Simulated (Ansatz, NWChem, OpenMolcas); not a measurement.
**Strength of the Si–H bond: GeH2(SiH3)2 → GeH2(SiH2)(SiH3) + H**

Species: GeH2(SiH3)2, singlet; GeH2(SiH2)(SiH3), doublet; H atom, doublet. 

Shapes, held fixed at every level: PBE0-D4/def2-TZVP. Flexible molecules stand in one conformer, not always the lowest. Programs: Ansatz 0.2.0, NWChem 7.3.0, OpenMolcas 26.06. A level may come from different programs for different species; with the same settings they agree closely. The zero-point and thermal change to 298 K, harmonic and unscaled (PBE0-D4/def2-TZVP), is -18.8 kJ/mol.

```tsv
level	kind	ΔH(298 K) (kJ/mol)	less CCSD(T)/def2-TZVPP
HF/def2-TZVPP	Hartree–Fock	+289.7	-79.8
B3LYP/6-31G* (Cartesian functions)	global hybrid	+366.2	-3.3
B3LYP-D4/def2-TZVPP	global hybrid	+368.8	-0.7
wB97M-V/def2-TZVPP	range-separated hybrid	+377.2	+7.7
B2PLYP/def2-TZVPP	double hybrid	+368.1	-1.4
CCSD(T)/def2-SVP	coupled cluster or CI	+356.3	-13.2
CCSD(T)/def2-TZVPP	coupled cluster or CI	+369.5	0.0
```

The highest level, CCSD(T)/def2-TZVPP, gives ΔH(298 K) = +369.5 kJ/mol; the levels span +289.7 to +377.2. The column of differences is taken from that level and isn't an error. Hartree–Fock misses the correlation of the pair that is broken and comes out low. No measured value is set beside it here. Open shells run unrestricted unless RO is named. Relativity is left out for Ge unless named. Correlated rows may include outer-core shells of Ge, which these sets cover unevenly.
